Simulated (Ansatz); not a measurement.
A search over several starts for the lowest SCF solution of the cluster Li8Sn⁻ at the given spin, in a small basis.

```yaml
crystal:
  periodic: [false, false, false]
  atoms:
    - {symbol: Li, position_ang: [3.767876, 2.410546, 1.056982]}
    - {symbol: Li, position_ang: [1.138914, 1.299901, 2.489179]}
    - {symbol: Li, position_ang: [-2.698226, -2.873925, -2.363969]}
    - {symbol: Li, position_ang: [-0.783244, -2.359634, 0.188999]}
    - {symbol: Li, position_ang: [2.021609, -0.161273, 0.177396]}
    - {symbol: Li, position_ang: [-0.651011, -0.411846, -1.890642]}
    - {symbol: Li, position_ang: [0.769673, 2.376709, -0.164530]}
    - {symbol: Li, position_ang: [-2.980427, -0.531646, -0.211524]}
    - {symbol: Sn, position_ang: [-0.585175, 0.251167, 0.718120]}
basis:
  gaussian: {orbitals: def2-SVP}
total_charge: -1
magnetization: {spin_polarized: true, initial_magnetization: 1}
hamiltonian: {xc: pbe0, dispersion: d4}
output: {orbitals: {seedname: orbitals}}
```

```sh
$ ansatz run in.yaml --threads 4 --pin off --events-out ev --progress --plain --max-ram 3916MiB
```

It prints (some lines left out):

```
Functional definition: PBE0
1374 factors; integrals over basis functions are off by at most 1.3e-4 eV
mean field evaluation 1: about -7462.1556 eV, gradient 1.5e1 eV
mean field evaluation 2: about -7429.0275 eV, gradient 4.5e1 eV
mean field evaluation 4: about -7465.3261 eV, gradient 4.8e0 eV
mean field evaluation 8: about -7465.8614 eV, gradient 2.4e-1 eV
mean field evaluation 16: about -7465.8653 eV, gradient 4.1e-2 eV
mean field evaluation 32: about -7465.8880 eV, gradient 1.1e-3 eV
mean field evaluation 64: about -7465.8090 eV, gradient 8.7e-1 eV
mean field evaluation 96: about -7465.6125 eV, gradient 4.9e-1 eV
mean field evaluation 128: about -7465.8379 eV, gradient 6.6e-2 eV
mean field -7465.88799884 eV, -274.3663233969 hartree, gradient 9.1e-6 eV, S^2 0.793514; 10 other end points of the search recorded, 0 dependent functions left out
reference -7465.88803631 eV, -274.3663247738 hartree; 24, 23 occupied and 74, 75 virtual orbitals, 1374 factors
Total energy: -7465.97590691 eV, -274.3695539587 hartree
```

It took 56 s on 4 threads of Arm Neoverse V1 on a shared host.

Other converged states that the search met: 0.03 eV higher (⟨S²⟩ = 0.77).

In the def2 sets Sn takes a core potential; there is no spin–orbit coupling. The highest occupied level of the charge -1 doublet lies above zero (up to 0.29 eV). By energy differences its removal costs 0.37 eV (vertical, to the charge 0 singlet, at LC-ωPBE (ω = 0.30 bohr⁻¹)/def2-TZVP). The structure comes from a short search, and lower isomers may exist.
